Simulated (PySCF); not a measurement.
## Working out the ionisation energy of I

I [Kr] 4d10 5s2 5p5 (2P) → I+ [Kr] 4d10 5s2 5p4 (3P). All numbers are calculated (PySCF 2.14, a scalar-relativistic core potential, in cc-pVTZ-PP with ECP28MDF (5s4p3d1f, 39 functions)). Frozen: 4s2 4p6 4d10. Energies in hartree (1 hartree = 27.21139 eV):

```
            part    I (lower)   I+ (upper)
             UHF  -294.661503  -294.309658
CCSD correlation    -0.131176    -0.104610
             (T)    -0.003934    -0.002822
```

What does Hartree-Fock give?

(-294.309658) − (-294.661503) = 0.351845 hartree = 9.574 eV.

What do CCSD and CCSD(T) give?

The CCSD correlation energies differ by 0.026566 hartree = 0.723 eV and the triples by 0.001112 hartree = 0.030 eV, so CCSD gives 10.297 eV and CCSD(T) 10.327 eV.

Measured between the centres of the two terms (NIST): 10.519 eV, so CCSD(T) (valence) is off by -0.192 eV.

What remains against the reference includes basis incompleteness, the frozen core and higher excitations.
